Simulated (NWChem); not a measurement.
# hydronium (H₃O cation); SMILES [OH3+]

```xyz
4

O      0.0000     0.0000     0.0788
H      0.6693     0.6693    -0.2074
H      0.2450    -0.9143    -0.2074
H     -0.9143     0.2450    -0.2074
```
Atoms are numbered in this order, from 1.

All runs use the structure optimised with B3LYP/6-31G* (spherical d).

List the 4 lowest vertical singlet excitations from CAM-B3LYP/def2-SVP, TDA (NWChem).


```
state  energy (eV)  oscillator strength  leading excitation (squared amplitude)
-----  -----------  -------------------  --------------------------------------
S1           11.43                0.029                      HOMO → LUMO (0.99)
S2           13.69                0.017                    HOMO → LUMO+1 (0.99)
S3           13.69                0.017                    HOMO → LUMO+2 (0.99)
S4           16.78                0.206                    HOMO−1 → LUMO (0.99)
```
